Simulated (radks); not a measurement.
Results of a calculation; reference values are marked as such.
Question: All-electron atom: the ytterbium ion Yb63+ in [He] 2s2 2p3 (the NIST ground configuration). Code: a radial shooting solver on a logarithmic mesh with Libxc functionals. Model: non-relativistic Kohn-Sham, Slater X-alpha with alpha = 0.728, spin-polarised, spherical densities, point nucleus; open shells are filled with parallel spins first (spin-orbit coupling, left out, can overturn this in heavy ions); relativity is left out, which matters for an element this heavy. Some entries of the table are withheld. Estimate them.

orbital  occ.  eigenvalue (eV)  <r> (bohr)
1s up       1              (1)     0.02162
1s down     1              (2)     0.02160
2s up       1        -14735.28     0.08867
2s down     1        -14645.47     0.08891
2p up       3        -14504.68         (3)
2p down     0        -14392.95         (4)

Answer: 
(1) 1s up eigenvalue (eV): -63016.59
(2) 1s down eigenvalue (eV): -62955.23
(3) 2p up <r> (bohr): 0.07464
(4) 2p down <r> (bohr): 0.07489
